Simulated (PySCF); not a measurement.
**Shapes and spin states of [RhH2]+**

Level of theory: PBE0/[Rh def2-TZVP with ECP28, H def2-TZVP], scalar-relativistic core potentials, density fitting, no spin–orbit coupling, PySCF.

Relaxations began from a few typed shapes and spin states; open shells are unrestricted. The search is not exhaustive: other isomers or separated fragments can lie lower, and high-lying points may rest on an excited occupation.

```tsv
spin	group	bonds	angles	imaginary modes (cm⁻¹)	ΔE (kJ/mol)	ΔE with ZPE (kJ/mol)
triplet	C2v	H–H 0.823 Å, Rh–H 1.776 Å (×2)	H–H–Rh 76.6° (×2), H–Rh–H 26.8°	none	0.0	0.0
broken-symmetry Ms = 0 (⟨S²⟩ 0.96)	C2v	H–H 0.840 Å, Rh–H 1.723 Å (×2)	H–H–Rh 75.9° (×2), H–Rh–H 28.2°	none	40.9	41.2
singlet (closed shell, unstable to spin polarisation)	C2v	H–H 0.915 Å, Rh–H 1.602 Å (×2)	H–H–Rh 73.4° (×2), H–Rh–H 33.2°	none	115.4	115.8
triplet	C2v	Rh–H 1.535 Å (×2)	H–Rh–H 94.1°	none	132.4	127.8
quintet	C2v	H–H 0.763 Å		none	262.6	257.9
triplet	C∞v	Rh–H 1.501 Å, Rh–H 2.083 Å	H–Rh–H 180.0°	324i, 324i	311.3	–
triplet	D∞h	Rh–H 1.663 Å (×2)	H–Rh–H 180.0°	824i, 798i, 798i	319.0	–
quintet	C2v	Rh–H 1.707 Å (×2)	H–Rh–H 143.4°	none	328.4	313.2
```

The lowest minimum found is the triplet C2v: H–H 0.823 Å, Rh–H 1.776 Å (×2); H–H–Rh 76.6° (×2), H–Rh–H 26.8°.

For the lowest minimum: open d and f shells are described by one determinant, and the ground state may have another occupation or spin.

The electron or spin density has lower symmetry than the nuclear frame for the broken-symmetry Ms = 0 (⟨S²⟩ 0.96) C2v at 40.9 kJ/mol, quintet C2v at 262.6 kJ/mol.
